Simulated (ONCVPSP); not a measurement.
Reading a pseudo-wave (Pb)

Columns: radius, all-electron u(r) and pseudo u(r) of the 5s shell (level -152.20 eV) of lead in the configuration [Kr] 4d10 4f14 5s2 5p6 5d10 6s2 6p1; LDA (Perdew-Wang 92), scalar-relativistic, ONCV scheme, ONCVPSP 4.0.1.

| r (bohr) | all-electron | pseudo |
| --- | --- | --- |
| 0.075 | -0.0082 | 0.0680 |
| 0.150 | 0.4409 | 0.1506 |
| 0.225 | -0.3202 | 0.2584 |
| 0.300 | -0.7365 | 0.3950 |
| 0.375 | -0.5258 | 0.5557 |
| 0.450 | -0.0084 | 0.7288 |
| 0.525 | 0.5258 | 0.8977 |
| 0.600 | 0.9366 | 1.0447 |
| 0.675 | 1.1872 | 1.1540 |
| 0.750 | 1.2960 | 1.2154 |
| 0.825 | 1.2980 | 1.2244 |
| 0.900 | 1.2294 | 1.1834 |
| 0.975 | 1.1198 | 1.1001 |
| 1.050 | 0.9914 | 0.9868 |
| 1.125 | 0.8593 | 0.8589 |
| 1.200 | 0.7327 | 0.7325 |
| 1.275 | 0.6168 | 0.6166 |
| 1.350 | 0.5139 | 0.5137 |
| 1.425 | 0.4246 | 0.4245 |
| 1.500 | 0.3484 | 0.3483 |
| 1.575 | 0.2844 | 0.2843 |
| 1.650 | 0.2309 | 0.2309 |
| 1.725 | 0.1868 | 0.1868 |
| 1.800 | 0.1506 | 0.1506 |
| 1.875 | 0.1211 | 0.1211 |
| 1.950 | 0.0971 | 0.0971 |

Q: How many radial nodes do the two functions have?

A: The all-electron 5s function has n − l − 1 = 4 (the table is too coarse to show those close to the nucleus); the pseudo-wave has 0, since the states of the same l below it are removed with the core.

Q: At about which radius was the pseudo-wave matched?

A: 1.15 bohr, where the columns begin to agree (steps of 0.07 bohr).

Q: Where does each function peak?

A: Outermost all-electron maximum near 0.82 bohr, pseudo maximum near 0.82 bohr (to the table’s step).

Q: Is the pseudo-wave norm-conserving?

A: Yes: the ONCV scheme keeps the norm inside the radius equal to the all-electron one, which fixes the energy derivative of the logarithmic derivative at the level.
